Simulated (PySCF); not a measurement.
## Vibration and rotation of InAs

PBE0 constants of InAs, ³Σ⁻ (triplet), unpaired electrons π ↑↑ (basis In cc-pVTZ-PP with ECP28, As cc-pVTZ-PP with ECP10; scalar-relativistic core potentials; PySCF 2.14; masses 114.9039 and 74.9216 u):

```
ωe              : 178.9 cm⁻¹
ωexe            : 0.419 cm⁻¹
Be              : 0.049309 cm⁻¹
αe              : 0.000171 cm⁻¹
D (centrifugal) : 1.5e-08 cm⁻¹
De to In + As   : 1.82 eV
```

(1) Give the vibrational terms G(v) and spacings up to v = 6.

(2) How well does the Morse estimate ωe²/(4ωexe) reproduce De, and what is D0?

Spin–orbit coupling is left out, which matters for elements this heavy, above all for dissociation energies. The state was picked by a PBE0 search and need not be the measured ground state.

Results:

(1) G(v) = ωe(v+½) − ωexe(v+½)².

```tsv
v	G(v) (cm⁻¹)	G(v) − G(v−1)	Bv (cm⁻¹)
0	89.3		0.04922
1	267.4	178.1	0.04905
2	444.6	177.2	0.04888
3	621.0	176.4	0.04871
4	796.6	175.5	0.04854
5	971.3	174.7	0.04837
6	1145.1	173.9	0.04820
```

(2) It gives 2.37 eV, 130 % of the computed De. D0 = De − G(0) = 1.82 − 0.01 = 1.81 eV.
